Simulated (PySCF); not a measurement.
C₂H₁₁FSSi₄.
Numbering: `[F:1][C@@H:2]([SiH3:3])[C@H:4]1[SiH2:5][SiH2:6][S:7][SiH2:8]1`

Geometry (GFN2-xTB, Å), atoms numbered from 1 in this order:
```xyz
19
C2H11FSSi4 angstrom
F     -1.4368    1.4848    0.9015
C     -1.4863    0.1083    0.6687
Si    -2.8851   -0.2224   -0.6078
C     -0.0919   -0.3790    0.2993
Si     0.6927    0.4858   -1.2284
Si     2.9573    0.1166   -0.9034
S      3.0634   -0.6406    1.1289
Si     1.0683   -0.2369    1.8143
H     -1.7751   -0.3190    1.6400
H     -2.9122   -1.6685   -0.8348
H     -4.1365    0.2361   -0.0087
H     -2.5863    0.5127   -1.8330
H     -0.1882   -1.4436    0.0603
H      0.3189    1.9019   -1.2221
H      0.1492   -0.1248   -2.4510
H      3.8333    1.2863   -0.9261
H      3.6005   -0.9289   -1.6940
H      0.7764   -1.2646    2.8070
H      1.0284    1.1052    2.3817
```

Definitions: NICS(0) = −σiso at the ring centroid; NICS(1) = −σiso and NICS(1)zz = −σzz at ±1 Å along the ring normal z. Level: GIAO PBE0/pcSseg-1 (PySCF, non-relativistic, gas phase) on the GFN2-xTB geometry, one conformer.

Ring bond lengths (Å), with Mayer bond orders in brackets: C4–Si5 1.923 (0.85), Si5–Si6 2.317 (0.90), Si6–S7 2.171 (0.93), S7–Si8 2.148 (0.97), Si8–C4 1.913 (0.86).

Give the NICS values of each ring in ppm.

```csv
ring,type,NICS(0),"NICS(1), two faces","NICS(1)zz, two faces",rms pucker (Å),"centre to ring atoms, mean (Å)"
C4–Si5–Si6–S7–Si8,5-membered ring with S and 3 Si; formal bonds all single,-4.8,-3.2 / -4.0,0.5 / 0.7,0.22,1.76
```

What can be read from them?

- C4–Si5–Si6–S7–Si8: mean NICS(1)zz 0.6 ppm, near zero. C4, Si5, Si6, Si8 have four or more neighbours; no verdict on aromaticity is drawn.
